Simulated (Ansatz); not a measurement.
C3H4O, SMILES `CC#CO` (charge 0, multiplicity 1).

Cartesian coordinates (Å):
```xyz
8

C     -1.3937     0.1733     0.1135
C      0.0315    -0.0784    -0.0610
C      1.2045    -0.2799    -0.2029
O      2.4725    -0.5929    -0.3578
H     -1.5646     1.0586     0.7300
H     -1.8788    -0.6707     0.6090
H     -1.8954     0.3306    -0.8441
H      3.0110     0.2077    -0.4108
```
Charge 0, spin multiplicity 1.

Frozen-core energies in 6-31g from Ansatz (a first-principles code) at a geometry from B3LYP-D3(BJ)/def2-TZVP; the HF reference has <S^2> = 0.00 and the T1 diagnostic is 0.011.

```tsv
level	energy (Ha)	difference from CCSDT(Q) (mHa)
HF	-190.62608	423.62
MP2	-191.01127	38.43
CCSD	-191.03663	13.06
CCSD(T)	-191.04771	1.99
CCSDT	-191.04810	1.60
CCSDT(Q)	-191.04970	0.00
```
